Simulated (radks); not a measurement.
Species: F II. Configuration: [He] 2s2 2p4 (the NIST ground configuration). All-electron calculation, scalar-relativistic Kohn-Sham, PBE, spin-polarised, spherical densities, finite nucleus; open shells are filled with parallel spins first; Fermi nuclear charge, rms radius 2.8976 fm. Program: a radial shooting solver on a logarithmic mesh with Libxc functionals.

Normalised radial functions P(r) = r R(r), r in bohr:

```
   r/bohr * 1s down, o 2s up, + 2s down (the largest magnitude, 2.14, reaches the edge; | marks zero, & curves that meet)
  0.01153                             | &    *
  0.01419                             | &     *
  0.01747                             | &       *
  0.02151                             |  &        *
  0.02649                             |  &          *
  0.03235                             |   &           *
  0.03983                             |   &             *
  0.04904                             |    &               *
  0.06038                             |    &                 *
  0.07434                             |     &                  *
  0.09153                             |     &                   *
   0.1127                             |     &                    *
   0.1387                             |    &                    *
   0.1708                             |   &                    *
   0.2103                             | &                   *
    0.259                            &|                 *
   0.3188                         &   |            *
   0.3925                      &      |        *
   0.4833                   &         |    *
    0.595                 &           |  *
   0.7326                &            |*
   0.8948                &            *
    1.102                  &          *
    1.356                     &       *
     1.67                       +o    *
    2.056                          &  *
    2.532                           +o*
    3.117                            &*
    3.838                             &
```

1s down: eigenvalue -682.82 eV, 0 radial nodes, <r> = 0.176 bohr, 90 % of the charge inside 0.315 bohr. 2s up: eigenvalue -48.970 eV, 1 radial node at r = 0.243 bohr, <r> = 0.954 bohr, 90 % of the charge inside 1.52 bohr. 2s down: eigenvalue -45.021 eV, 1 radial node at r = 0.243 bohr, <r> = 0.974 bohr, 90 % of the charge inside 1.56 bohr.
